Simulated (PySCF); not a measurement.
# GaBr₂: from structure and modes to constants

Computed with UPBE0/[Ga def2-SVP, Br def2-SVP], no relativity, density fitting, PySCF.

The doublet minimum has C2v symmetry. Masses (u): Ga 68.92558, Br 78.91834.

```xyz
3
charge 0 multiplicity 2, angstrom
Ga    0.0000    0.0000   -0.8007
Br    2.0139    0.0000    0.3497
Br   -2.0139    0.0000    0.3497
```

Harmonic wavenumbers (cm⁻¹): 80.0 (a1, ×1), 252.3 (a1, ×1), 319.2 (b2, ×1).

Q: Find the principal moments of inertia and the rotational constants. What kind of rotor is it?

A: About the centre of mass I = 63.499, 640.17, 703.67 u Å². With B = 16.8576/I this gives 0.2655, 0.02633, 0.02396 cm⁻¹. The molecule is an asymmetric top with κ = -0.98.

Q: What is the harmonic zero-point energy?

A: Half the sum of all 3 wavenumbers, 652/2 = 326 cm⁻¹, which is 3.9 kJ/mol (1 cm⁻¹ = 0.0119627 kJ/mol).

Q: Find the vibrational entropy and heat capacity at 298.15 K.

A: With u = 1.43878 ω/T, each mode gives S = R[u/(eᵘ−1) − ln(1−e⁻ᵘ)] and C = R u² eᵘ/(eᵘ−1)².
| ω (cm⁻¹) | u | S (J/(mol K)) | C (J/(mol K)) |
| --- | --- | --- | --- |
| 80.0 | 0.386 | 16.28 | 8.21 |
| 252.3 | 1.218 | 7.17 | 7.36 |
| 319.2 | 1.540 | 5.50 | 6.85 |
The sums over all modes are S = 29.0 and C = 22.4 J/(mol K); the softest mode gives 56 % of the entropy.

This need not be the most stable arrangement of these atoms.
